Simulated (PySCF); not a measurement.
Spectra and structures to be paired. Computed with PySCF 2.14.0, density-fitted response routines, TDDFT CAM-B3LYP/def2-SVPD, vertical, gas phase, core orbitals frozen in the response. Geometries: PBE0-D3(BJ)/def2-SVP; one conformer of each isolated species. Triplets are in the Tamm–Dancoff approximation. Relativistic effects are left out although some hold elements past zinc.

A. `COC(F)(F)C(F)F`
B. `FC([C@@H](OC)F)(F)F`
C. `C#CC1=C[C@@]2(C)C=C[C@@H]12`
D. `C=C[C]1=CC(F)=[CH][Ge@H]1[CH3]`
E. `[GeH3][GeH3]`

Lowest singlet levels (six at most, fewer where fewer were computed) with oscillator strengths:

1. 138 nm (f 0.009); 130 nm (f 0.016); 127 nm (f 0.026); 123 nm (f 0.032); 122 nm (f 0.032); 122 nm (f 0.032); T1 8.79 eV
2. 145 nm (f 0.024); 134 nm (f 0.009); 130 nm (f 0.037); 129 nm (f 0.063); 128 nm (f 0.029); 122 nm (f 0.017); T1 8.28 eV
3. 170 nm (f 0.000); 165 nm (f 0.700); 163 nm (f 0.046 summed over 2 states); 149 nm (f 0.022 summed over 2 states); 147 nm (f 0.179 summed over 2 states); 145 nm (f 0.000 summed over 2 states); T1 6.47 eV
4. 251 nm (f 0.058); 242 nm (f 0.081); 215 nm (f 0.007); 208 nm (f 0.008); 199 nm (f 0.037); 190 nm (f 0.002)
5. 304 nm (f 0.230); 231 nm (f 0.002); 207 nm (f 0.051); 201 nm (f 0.106); 196 nm (f 0.205); 195 nm (f 0.015); T1 2.31 eV

Task: Which spectrum belongs to which structure?

Result: 1 = A, 2 = B, 3 = E, 4 = C, 5 = D.
- A: S1 at 8.95 eV, HOMO→LUMO (91%); Löwdin shares by element: HOMO oxygen 56%, carbon 16% or more, hydrogen 15% or more; LUMO carbon 36% or more, oxygen 9%, hydrogen 9% or more (atoms not listed hold the other 46%); HOMO -10.98 and LUMO 1.13 eV.
- B: S1 at 8.53 eV, HOMO→LUMO (89%); Löwdin shares by element: HOMO oxygen 58%, carbon 14% or more, hydrogen 13% or more; LUMO carbon 40% or more, hydrogen 22% or more (atoms not listed hold the other 38%); HOMO -10.66 and LUMO 1.09 eV.
- C: S1 at 4.93 eV, HOMO→LUMO (67%), HOMO-1→LUMO (22%); Löwdin shares by element: HOMO carbon 75% or more (atoms not listed hold the other 25%); LUMO carbon 64% or more (atoms not listed hold the other 36%); HOMO -7.97 and LUMO -0.05 eV.
- D: S1 at 4.08 eV, HOMO→LUMO (95%); Löwdin shares by element: HOMO carbon 67% or more (atoms not listed hold the other 33%); LUMO carbon 61% or more (atoms not listed hold the other 39%); HOMO -7.54 and LUMO -0.80 eV.
- E: S1 at 7.28 eV, HOMO→LUMO+1 (98%); Löwdin shares by element: HOMO germanium 70%, hydrogen 10% or more (atoms not listed hold the other 20%); LUMO germanium 55%, hydrogen 15% or more (atoms not listed hold the other 30%); HOMO -9.43 and LUMO 0.70 eV; point group D3, 3 of its 10 listed states under f = 0.0005.
